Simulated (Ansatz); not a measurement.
Reaction (substitution at a C–B bond): `CB(O)C=O` + `C=CN[SiH3]` → `C=CN([SiH3])C=O` + `CBO`

Gas-phase electronic energies from Ansatz, PBE0-D4/def2-TZVP geometries. CBS: MP2 limit from def2 TZ/QZ plus the TZ coupled-cluster correction, frozen cores. This one scheme is used for every species. Functionals use def2-TZVPP. B3LYP here is the variant with VWN-RPA as its local correlation; programs differ in this. Each species was taken in one conformer, which may not be the lowest.

```
             level  ΔE (kJ/mol)  difference from CCSD(T)/CBS
            PBE-D4        -42.2                         -7.6
         r2SCAN-D4        -43.8                         -9.2
           PBE0-D4        -41.0                         -6.4
          B3LYP-D4        -39.1                         -4.5
           ωB97X-V        -37.0                         -2.4
           ωB97M-V        -34.4                          0.2
            B2PLYP        -36.5                         -1.9
               PBE        -38.4                         -3.8
            r2SCAN        -42.8                         -8.2
              PBE0        -37.7                         -3.1
             B3LYP        -33.1                          1.5
     HF/def2-TZVPP        -31.7                          2.9
    MP2/def2-TZVPP        -42.2                         -7.6
SCS-MP2/def2-TZVPP        -37.3                         -2.7
   CCSD/def2-TZVPP        -33.0                          1.6
CCSD(T)/def2-TZVPP        -36.2                         -1.6
     HF/def2-QZVPP        -31.6                          3.0
    MP2/def2-QZVPP        -41.2                         -6.6
SCS-MP2/def2-QZVPP        -36.1                         -1.5
      HF/CBS(def2)        -31.6                          3.0
     MP2/CBS(def2)        -40.6                         -6.0
    CCSD/CBS(def2)        -31.4                          3.2
       CCSD(T)/CBS        -34.6                            0
```

Largest T1 diagnostic among the species: 0.015.

In def2-TZVPP, CCSD(T) changes the Hartree–Fock value by −4.5 kJ/mol (the triples alone add −3.2 kJ/mol) and MP2 by −10.5 kJ/mol. The D4 term adds −6.0 kJ/mol with B3LYP and −3.3 kJ/mol with PBE0; it sums over pairs of atoms, weighted by their polarisabilities, and B3LYP, whose exchange is more repulsive, gets the larger term.
